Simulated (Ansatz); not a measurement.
`C=CB[SiH2][SiH3]` + H–F → `FB[SiH2][SiH3]` + `C=C`  (ligand exchange at a B–C bond)

Isolated molecules relaxed with PBE0-D4/def2-TZVP in Ansatz; ΔE leaves out vibrations. CCSD(T)/CBS adds triple-zeta CCSD(T) − MP2 to the extrapolated MP2 energy (def2 sets, frozen cores). This one scheme is used for every species. DFT in def2-TZVPP. B3LYP here is the variant with VWN-RPA as its local correlation; programs differ in this. Each species was taken in one conformer, which may not be the lowest.

(1) Is it downhill or uphill in electronic energy at CCSD(T)/CBS, and by how much? (Estimate.)

(2) What do these levels give: ωB97X-V, ωB97M-V, B2PLYP, r2SCAN, PBE0, B3LYP, HF/def2-TZVPP, MP2/def2-TZVPP, CCSD(T)/def2-TZVPP, MP2/def2-QZVPP, SCS-MP2/def2-QZVPP, HF/CBS(def2)? (Best estimate.)

Largest T1 diagnostic among the species: 0.015.

Results:

(1) Computed: Downhill: ΔE = -24.4 kcal/mol.

(2) Ansatz gave: ωB97X-V -26.9, ωB97M-V -26.5, B2PLYP -27.0, r2SCAN -26.3, PBE0 -25.3, B3LYP -28.3, HF/def2-TZVPP -30.4, MP2/def2-TZVPP -23.7, CCSD(T)/def2-TZVPP -25.2, MP2/def2-QZVPP -23.2, SCS-MP2/def2-QZVPP -25.1, HF/CBS(def2) -30.5 kcal/mol.

The D4 term adds +2.3 kcal/mol with B3LYP and +1.3 kcal/mol with PBE0; it sums over pairs of atoms, weighted by their polarisabilities, and B3LYP, whose exchange is more repulsive, gets the larger term. In def2-TZVPP, CCSD(T) changes the Hartree–Fock value by +5.2 kcal/mol (the triples alone add +0.9 kcal/mol) and MP2 by +6.7 kcal/mol.
